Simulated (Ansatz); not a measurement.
Geometry optimisation, RKS PBE-D4/6-31G* (Ansatz).

Input:

```yaml
crystal:
  periodic: [false, false, false]
  atoms:
    - { symbol: Al, position_ang: [-1.0332, 0.5439, -1.6439] }
    - { symbol: Cl, position_ang: [0.3556, -1.6094, -1.1996] }
    - { symbol: H, position_ang: [-0.2662, 1.4594, -2.6019] }
    - { symbol: H, position_ang: [-2.5156, 0.2022, -1.8219] }
    - { symbol: H, position_ang: [0.0565, 0.571, 1.0417] }
    - { symbol: F, position_ang: [-0.6842, 1.2043, 0.329] }
    - { symbol: H, position_ang: [0.8183, -1.0956, 0.4144] }
    - { symbol: "N", position_ang: [0.8871, -0.3565, 1.5199] }
    - { symbol: H, position_ang: [0.5477, -0.8792, 2.3106] }
    - { symbol: H, position_ang: [1.8341, -0.0401, 1.6517] }
basis:
  gaussian: { orbitals: "6-31G*" }
hamiltonian:
  xc: pbe
  dispersion: d4
relax:
  f_tol: 0.15
  max_steps: 25
  restrain:
    - { distance: [0, 5], at: 3.08, k: 30.0 }
    - { distance: [4, 7], at: 2.32, k: 30.0 }
    - { distance: [6, 1], at: 2.63, k: 30.0 }
    - { distance: [0, 1], at: 2.23, k: 30.0 }
    - { distance: [4, 5], at: 0.88, k: 30.0 }
    - { distance: [6, 7], at: 1.02, k: 30.0 }
```

Run as:

```bash
$ ansatz run input.yaml --threads 2 --pin off --max-ram 3072MiB --backend cpu --events-out ev --progress --plain --runs-dir out
```

Task: Where does it end, and by what steps?

Result: The forces met the threshold. The restraints hold the end off the free minimum. After 7 steps the energy has risen by 0.352 eV (the restraints' own energy left out); H5 moved furthest, 0.73 Å. Parted: Al1–F6. Joined: H5–F6, H7–N8.

| step | energy less start (eV) | largest force component (eV/Å) | accepted |
| --- | --- | --- | --- |
| 0 | 0.0000 | 3.911 | yes |
| 1 | -0.0512 | 3.670 | yes |
| 2 | 0.7489 | 5.057 | yes |
| 3 | 0.7308 | 2.054 | yes |
| 4 | 0.4894 | 1.325 | yes |
| 5 | 0.5175 | 1.763 | no |
| 6 | 0.3654 | 1.259 | yes |
| 7 | 0.3522 | 1.303 | yes |

```xyz
10
Properties=species:S:1:pos:R:3
Al -1.032 0.264 -2.070
Cl 0.124 -1.562 -1.625
H -0.194 1.435 -2.742
H -2.608 0.105 -1.935
H -0.343 1.174 1.094
F -0.933 1.717 0.626
H 1.047 -1.147 0.803
N 1.081 -0.550 1.635
H 0.793 -1.132 2.430
H 2.066 -0.304 1.784
```

Whether the end is a true minimum wasn't checked by a vibrational analysis.

Time of the run: 16 s on 2 threads of Arm Neoverse V1 (shared host), peak memory 0.15 GiB.
